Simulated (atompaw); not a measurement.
Zr (Z = 40): one change to a PAW (atompaw) potential, before and after

* Element: Zr (Z = 40)
* Generator: atompaw 4.2.0.5
* Type: PAW
* Functional: LDA (PW92)
* Relativity: scalar-relativistic
* Frozen core: [Ar] 3d10 4s2
* Valence charge: 10
* Reference configuration: 4p6 4d2 5s2 5p0
* Partial waves: 5s (bound): rc 3.00 bohr; 5s channel at 2.9 Ry: rc 3.00 bohr; 4p (bound): rc 1.95 bohr; 5p (bound, empty): rc 3.00 bohr; 4d (bound): rc 3.00 bohr; 4d channel at 0.1 Ry: rc 2.40 bohr; 4f channel at -0.15 Ry: rc 2.45 bohr; 4f channel at 2 Ry: rc 2.45 bohr
* Local potential: bessel scheme, radius 2.25 bohr
* Core correction: smooth core density matched at 2.15 bohr
* Augmentation charge: sinc compensation charge, radius 2.40 bohr; PAW radius 3.00 bohr; waves and projectors: custom polynom2 7 10 vanderbiltortho

Change: augmentation sinc compensation charge, radius 2.40 bohr; PAW radius 3.00 bohr; waves and projectors: custom rrkj gramschmidtortho.

Cutoffs: the cutoffs (Ry, on a coarse ladder) from which the occupation-weighted sum of valence levels, in a spherical-Bessel basis at the reference potential, stays within 10 and 1 mRy of its value at 400 Ry; they do not see the model core or the augmentation charge, which bear on the density cutoff.

**Question.** What does the change do?

**Answer.** The potential gets neither clearly harder nor softer (21 Ry and 35 Ry → 21 Ry and 35 Ry); the p channel sets the loose cutoff, while the largest relative change is in d, which becomes harder; neither file shows a bound ghost.

| quantity | base | changed |
| --- | --- | --- |
| cutoff, loose | 21 Ry | 21 Ry |
| cutoff, tight | 35 Ry | 35 Ry |
| loose cutoff by channel (10 mRy a level) | s 6 Ry, p 15 Ry, d 6 Ry | s 6 Ry, p 18 Ry, d 8 Ry |
| bound ghosts | none | none |
| s: phases at 3.02 bohr within 0.05 rad from the reference energy up to (Ry; the scan ends near 5) | 3.3 | 3.9 |
| p: phases at 3.02 bohr within 0.05 rad from the reference energy up to (Ry; the scan ends near 5) | 3.4 | 3.3 |
| d: phases at 3.02 bohr within 0.05 rad from the reference energy up to (Ry; the scan ends near 5) | 1.4 | 1.8 |
| f: phases at 3.02 bohr within 0.05 rad from the reference energy up to (Ry; the scan ends near 5) | 3.8 | 3.8 |
| lowest overlap eigenvalue by channel | s 0.78, p 0.51, d 0.31, f 0.95 | s 0.80, p 0.51, d 0.29, f 0.96 |

 The cutoffs see the waves, projectors and local potential, not the compensation charge or the core.
